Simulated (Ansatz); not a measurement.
# How methods differ on GeS (germanium sulfide)

GeS: 2 atoms, total charge 0, spin state singlet. SMILES: `[S+]#[Ge-]`. The bond length is the measured one. The run starts from this shape.

```xyz
2

S     0.0000    0.0000    0.0000
Ge    0.0000    0.0000    2.0121
```

Quantity: the adiabatic ionisation energy (to the doublet cation, no zero-point term), in eV. The values are calculated.

```json
{"level": "HF/STO-3G", "kind": "Hartree–Fock", "program": "Ansatz", "value (eV)": "5.77", "CPU time (all runs)": "5.9 s"}
{"level": "HF/3-21G", "kind": "Hartree–Fock", "program": "Ansatz", "value (eV)": "8.59", "CPU time (all runs)": "6.5 s"}
{"level": "HF/6-31G* (Cartesian functions)", "kind": "Hartree–Fock", "program": "Ansatz", "value (eV)": "8.68", "CPU time (all runs)": "15 s"}
{"level": "HF/cc-pVTZ", "kind": "Hartree–Fock", "program": "Ansatz", "value (eV)": "8.60", "CPU time (all runs)": "24 s"}
{"level": "PBE/def2-SVP", "kind": "GGA", "program": "Ansatz", "value (eV)": "9.98", "CPU time (all runs)": "19 s"}
{"level": "r2SCAN/def2-TZVP", "kind": "meta-GGA", "program": "Ansatz", "value (eV)": "10.05", "CPU time (all runs)": "1.7 min"}
{"level": "B3LYP/6-31G* (Cartesian functions)", "kind": "global hybrid", "program": "Ansatz", "value (eV)": "9.92", "CPU time (all runs)": "28 s"}
{"level": "B3LYP-D4/def2-TZVP", "kind": "global hybrid", "program": "Ansatz", "value (eV)": "9.92", "CPU time (all runs)": "42 s"}
{"level": "wB97M-V/def2-TZVPD", "kind": "range-separated hybrid", "program": "Ansatz", "value (eV)": "9.90", "CPU time (all runs)": "4.4 min"}
{"level": "MP2/6-31G* (Cartesian functions)", "kind": "perturbation theory", "program": "Ansatz", "value (eV)": "9.88", "CPU time (all runs)": "26 s"}
```

All-electron rows without a relativistic Hamiltonian named are non-relativistic. The values span 5.77 to 10.05 eV. In the correlated wave-function rows the outer d shell of Ge is correlated, in sets not made for it. Without the sets that lack polarisation functions the rows with a basis span only 8.60 to 10.05 eV. Times are those of the runs behind each value, whatever else they computed, on shared processors of several kinds: orders of magnitude only.
